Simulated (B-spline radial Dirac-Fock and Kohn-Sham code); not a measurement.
Kohn-Sham estimates against Dirac-Fock for the levels of B⁺

System: boron as B⁺ in the configuration [He] 2s1 2p1 (not the ground configuration).

The density-functional columns are spherical, spin-unpolarised Dirac-Kohn-Sham results without Breit or QED terms: −ε is minus the orbital energy of the initial state and ΔSCF the difference of two total energies. The reference in the last column comes from Dirac-Fock energy differences between relaxed states, corrected for Breit and QED terms. All numbers are from a radial finite-basis atomic code, in eV; a selection of levels is shown.

| level | PBE −ε | PBE ΔSCF | Dirac-Fock |
| --- | --- | --- | --- |
| L1 | 19.59 | 25.26 | 24.85 |
| L2,3 | 13.46 | 19.28 | 18.80 |

Values without a named source are computed, but for edge energies of neutral atoms, which are taken from tables.
